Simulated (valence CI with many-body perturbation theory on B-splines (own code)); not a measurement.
# E1 transitions of Sm46+

Method: valence CI with perturbative core correlation (CI+MBPT): six valence electrons over a frozen Dirac-Fock core [Ne], a basis of 9 s, 9 p, 8 d, 6 f, 3 g, 1 h functions for each j, with the one-electron correlation potential Σ1, the two-electron term Σ2, the three-electron term Σ3, Breit, model QED; selected CI, second order for the rest, scaled by the run's own slope (own B-spline code, finite nucleus).

The last digits are not significant, and no measured levels were compared; by estimate large intervals hold to a few tenths of a per cent, small ones and those within an open d or f shell to about a per cent. Among the levels kept, up to 1100 cm⁻¹ of a level comes from second order outside the variational space, and about a tenth of that is noise between levels of different J, which matters for small intervals.

Lines 1 to 50 of 116 in falling wavelength, among levels below 413.61 eV, chosen from the strongest by gf and those to the six lowest levels. Wavelengths and rates use the calculated energies. Electric multipoles are in the length gauge with retardation, E1 and E2 with the static RPA response of the core. Weak lines are less certain than strong ones. Lines between different terms over intervals too small for the method are left out, as are lines whose strength nearly cancels. The highest levels of a list are the least certain.

Levels are named by their leading jj configuration (3d3/2^4 stands for four electrons in 3d with j = 3/2), which in mixed levels can hold well under half, so a name can repeat and another be missing. Letters in brackets count levels of one name in rising energy.

| λ vac (Å) | Upper | Lower | A (s⁻¹) | S (a.u.) with core polarisation | S without |
| --- | --- | --- | --- | --- | --- |
| 8197 | (3s^2 3p1/2 3p3/2^2 3d3/2) J=1 [c] | (3s^2 3p1/2^2 3d3/2^2) J=2 | 1.62e+00 | 1.32e-06 | 1.33e-06 |
| 3731 | (3s^2 3p3/2^4) J=0 | (3s 3p1/2^2 3p3/2^3) J=1 | 1.23e+04 | 3.15e-04 | 3.21e-04 |
| 2904 | (3s^2 3p1/2 3p3/2^2 3d5/2) J=1 [b] | (3s^2 3p1/2^2 3d3/2^2) J=0 | 1.58e+01 | 5.74e-07 | 5.88e-07 |
| 1829 | (3s^2 3p1/2^2 3d3/2^2) J=2 | (3s^2 3p1/2 3p3/2^2 3d5/2) J=1 [a] | 8.74e+02 | 1.32e-05 | 1.34e-05 |
| 1316 | (3s^2 3p1/2 3p3/2^2 3d5/2) J=2 [a] | (3s^2 3p1/2^2 3d3/2^2) J=2 | 3.00e+02 | 1.69e-06 | 1.71e-06 |
| 1105 | (3s^2 3p1/2^2 3d3/2^2) J=2 | (3s^2 3p1/2 3p3/2^2 3d3/2) J=1 [b] | 4.16e+03 | 1.39e-05 | 1.41e-05 |
| 955.3 | (3s^2 3p1/2^2 3d3/2^2) J=2 | (3s^2 3p1/2 3p3/2^2 3d3/2) J=2 [c] | 9.02e+04 | 1.94e-04 | 1.97e-04 |
| 815.5 | (3s^2 3p1/2 3p3/2^2 3d5/2) J=3 [b] | (3s^2 3p1/2^2 3d3/2^2) J=2 | 1.01e+03 | 1.89e-06 | 1.92e-06 |
| 806.2 | (3s^2 3p1/2^2 3d3/2^2) J=2 | (3s^2 3p1/2 3p3/2^2 3d3/2) J=3 [b] | 1.49e+05 | 1.93e-04 | 1.96e-04 |
| 774.8 | (3s^2 3p1/2^2 3d3/2^2) J=0 | (3s^2 3p1/2 3p3/2^2 3d3/2) J=1 [c] | 2.43e+04 | 5.58e-06 | 5.66e-06 |
| 696.6 | (3s^2 3p1/2 3p3/2^2 3d5/2) J=2 [b] | (3s^2 3p1/2^2 3d3/2^2) J=2 | 1.57e+04 | 1.31e-05 | 1.34e-05 |
| 653.8 | (3s^2 3p1/2 3p3/2^2 3d3/2) J=1 [a] | (3s^2 3p3/2^4) J=0 | 2.77e+05 | 1.15e-04 | 1.17e-04 |
| 625.7 | (3s^2 3p1/2^2 3d3/2^2) J=2 | (3s^2 3p1/2 3p3/2^2 3d5/2) J=3 [a] | 1.53e+05 | 9.26e-05 | 9.42e-05 |
| 569.1 | (3s^2 3p1/2 3p3/2^2 3d5/2) J=1 [b] | (3s^2 3p1/2^2 3d3/2^2) J=2 | 7.59e+03 | 2.07e-06 | 2.11e-06 |
| 510.7 | (3s^2 3p1/2 3p3/2^2 3d5/2) J=3 [c] | (3s^2 3p1/2^2 3d3/2^2) J=2 | 1.97e+05 | 9.06e-05 | 9.22e-05 |
| 510.3 | (3s^2 3p1/2^2 3d3/2^2) J=0 | (3s^2 3p1/2 3p3/2^2 3d5/2) J=1 [a] | 9.18e+05 | 6.02e-05 | 6.13e-05 |
| 431.5 | (3s^2 3p1/2^2 3d3/2^2) J=0 | (3s^2 3p1/2 3p3/2^2 3d3/2) J=1 [b] | 3.96e+06 | 1.57e-04 | 1.60e-04 |
| 420.0 | (3s^2 3p1/2^2 3d3/2^2) J=2 | (3s^2 3p1/2 3p3/2^2 3d3/2) J=2 [b] | 1.29e+03 | 2.35e-07 | 2.50e-07 |
| 416.6 | (3s^2 3p1/2 3p3/2^2 3d5/2) J=2 [c] | (3s^2 3p1/2^2 3d3/2^2) J=2 | 4.91e+03 | 8.76e-07 | 8.96e-07 |
| 404.8 | (3s^2 3p1/2^2 3p3/2 3d3/2) J=2 | (3s^2 3p1/2 3p3/2^3) J=2 | 1.34e+06 | 2.20e-04 | 2.24e-04 |
| 340.7 | (3s^2 3p1/2^2 3p3/2 3d3/2) J=1 | (3s^2 3p1/2 3p3/2^3) J=2 | 9.23e+06 | 5.41e-04 | 5.50e-04 |
| 331.5 | (3s^2 3p1/2^2 3p3/2 3d3/2) J=3 | (3s^2 3p1/2 3p3/2^3) J=2 | 1.80e+05 | 2.26e-05 | 2.29e-05 |
| 320.9 | (3s^2 3p1/2^2 3p3/2 3d3/2) J=2 | (3s^2 3p1/2 3p3/2^3) J=1 | 3.49e+05 | 2.84e-05 | 2.89e-05 |
| 279.3 | (3s^2 3p1/2^2 3p3/2 3d3/2) J=1 | (3s^2 3p1/2 3p3/2^3) J=1 | 1.71e+06 | 5.52e-05 | 5.63e-05 |
| 274.3 | (3s^2 3p1/2^2 3p3/2 3d3/2) J=0 | (3s^2 3p1/2 3p3/2^3) J=1 | 4.02e+06 | 4.10e-05 | 4.16e-05 |
| 265.4 | (3s^2 3p1/2^2 3d3/2^2) J=2 | (3s^2 3p1/2 3p3/2^2 3d3/2) J=3 [a] | 1.30e+07 | 5.99e-04 | 6.10e-04 |
| 240.2 | (3s^2 3p1/2^2 3d3/2^2) J=2 | (3s^2 3p1/2 3p3/2^2 3d3/2) J=1 [a] | 1.42e+03 | 4.85e-08 | 4.63e-08 |
| 234.1 | (3s^2 3p1/2^2 3d3/2^2) J=2 | (3s^2 3p1/2 3p3/2^2 3d3/2) J=2 [a] | 7.83e+05 | 2.48e-05 | 2.52e-05 |
| 217.8 | (3s^2 3p3/2^4) J=0 | (3s^2 3p1/2^2 3p3/2 3d5/2) J=1 | 1.66e+06 | 8.47e-06 | 8.61e-06 |
| 208.9 | (3s^2 3p1/2 3p3/2^2 3d3/2) J=1 [b] | (3s^2 3p3/2^4) J=0 | 2.32e+05 | 3.13e-06 | 3.15e-06 |
| 194.3 | (3s^2 3p1/2 3p3/2^2 3d5/2) J=1 [a] | (3s^2 3p3/2^4) J=0 | 4.98e+07 | 5.41e-04 | 5.51e-04 |
| 179.3 | (3s^2 3p1/2^2 3d3/2^2) J=0 | (3s^2 3p1/2 3p3/2^2 3d3/2) J=1 [a] | 3.76e+07 | 1.07e-04 | 1.09e-04 |
| 174.9 | (3s^2 3p1/2^2 3p3/2 3d5/2) J=2 | (3s^2 3p1/2 3p3/2^3) J=2 | 4.96e+07 | 6.55e-04 | 6.67e-04 |
| 172.0 | (3s^2 3p1/2 3p3/2^2 3d3/2) J=1 [c] | (3s^2 3p3/2^4) J=0 | 1.12e+07 | 8.42e-05 | 8.56e-05 |
| 167.8 | (3s^2 3p1/2^2 3d3/2^2) J=2 | (3s 3p1/2^2 3p3/2^3) J=1 | 3.19e+03 | 3.72e-08 | 3.67e-08 |
| 157.1 | (3s^2 3p1/2^2 3p3/2 3d5/2) J=2 | (3s^2 3p1/2 3p3/2^3) J=1 | 6.19e+07 | 5.93e-04 | 6.04e-04 |
| 139.7 | (3s^2 3p1/2^2 3p3/2 3d5/2) J=3 | (3s^2 3p1/2 3p3/2^3) J=2 | 6.25e+02 | 5.88e-09 | 6.83e-09 |
| 137.1 | (3s^2 3p1/2^2 3d3/2^2) J=2 | (3s 3p1/2^2 3p3/2^3) J=2 | 4.40e+06 | 2.80e-05 | 2.84e-05 |
| 135.6 | (3s^2 3p1/2^2 3d3/2^2) J=0 | (3s 3p1/2^2 3p3/2^3) J=1 | 2.53e+07 | 3.11e-05 | 3.16e-05 |
| 134.2 | (3s^2 3p1/2 3p3/2^2 3d5/2) J=1 [b] | (3s^2 3p3/2^4) J=0 | 4.51e+07 | 1.61e-04 | 1.65e-04 |
| 128.2 | (3s^2 3p1/2^2 3p3/2 3d5/2) J=1 | (3s^2 3p1/2 3p3/2^3) J=2 | 1.00e+08 | 3.12e-04 | 3.18e-04 |
| 118.4 | (3s^2 3p1/2^2 3p3/2 3d5/2) J=1 | (3s^2 3p1/2 3p3/2^3) J=1 | 1.20e+07 | 2.94e-05 | 3.00e-05 |
| 105.8 | (3s^2 3p3/2^4) J=0 | (3s^2 3p1/2^2 3p3/2 3d3/2) J=1 | 1.27e+07 | 7.44e-06 | 7.56e-06 |
| 97.23 | (3s^2 3p1/2^2 3d3/2^2) J=2 | (3s^2 3p1/2^2 3p3/2 3d5/2) J=1 | 3.19e+05 | 7.24e-07 | 7.21e-07 |
| 92.68 | (3s 3p1/2^2 3p3/2^3) J=2 | (3s^2 3p1/2 3p3/2^3) J=2 | 6.79e+09 | 1.33e-02 | 1.36e-02 |
| 91.54 | (3s^2 3p1/2^2 3d3/2^2) J=2 | (3s^2 3p1/2^2 3p3/2 3d5/2) J=3 | 2.57e+08 | 4.87e-04 | 4.94e-04 |
| 87.45 | (3s 3p1/2^2 3p3/2^3) J=2 | (3s^2 3p1/2 3p3/2^3) J=1 | 9.51e+09 | 1.57e-02 | 1.60e-02 |
| 85.49 | (3s^2 3p1/2^2 3d3/2^2) J=0 | (3s^2 3p1/2^2 3p3/2 3d5/2) J=1 | 5.55e+07 | 1.71e-05 | 1.73e-05 |
| 82.49 | (3s 3p1/2^2 3p3/2^3) J=1 | (3s^2 3p1/2 3p3/2^3) J=2 | 1.87e+10 | 1.56e-02 | 1.58e-02 |
| 80.87 | (3s^2 3p1/2^2 3d3/2^2) J=2 | (3s^2 3p1/2^2 3p3/2 3d5/2) J=2 | 1.79e+08 | 2.33e-04 | 2.37e-04 |
